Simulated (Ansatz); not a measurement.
Process, species as SMILES: N[BH] (BH-NH2) → [BH-]N (closed-shell singlet) (an electron is taken up)
B3LYP-D3(BJ)/def2-TZVP geometries, fixed; electronic energies without zero-point terms; positive where energy is released.

Effect of a fitting basis named in the input at PBE/cc-pVTZ with Ansatz (a quantum-chemistry and plane-wave program), against the last row, where the adiabatic electron affinity is -0.70 eV (the electron is unbound at this level). Open shells are unrestricted. The default fits or decomposes integrals by the program's own choice; accuracy: high also tightens integrals, grids and stops.

| setting | largest shift of a total energy (mEh) | shift of the adiabatic electron affinity (eV) |
|---|---|---|
| fitting: def2-SV(P)-JKFIT | -0.044 | 0.000 |
| fitting: def2-universal-JKFIT | -0.044 | 0.000 |
| fitting: cc-pVTZ-JKFIT | -0.043 | 0.001 |
| fitting: cc-pVQZ-JKFIT | -0.016 | 0.000 |
| fitting: cc-pV5Z-JKFIT | -0.007 | 0.000 |
| fitting: def2-universal-JFIT | -0.335 | 0.006 |
| accuracy: high | 0.000 | 0.000 |
| accuracy: medium (default) | 0.000 | 0.000 |

Within 0.002 eV in the adiabatic electron affinity: fitting: def2-SV(P)-JKFIT; fitting: def2-universal-JKFIT; fitting: cc-pVTZ-JKFIT; fitting: cc-pVQZ-JKFIT; fitting: cc-pV5Z-JKFIT; accuracy: high. The largest shift is 0.335 mEh in a total energy and 0.006 eV in the difference.
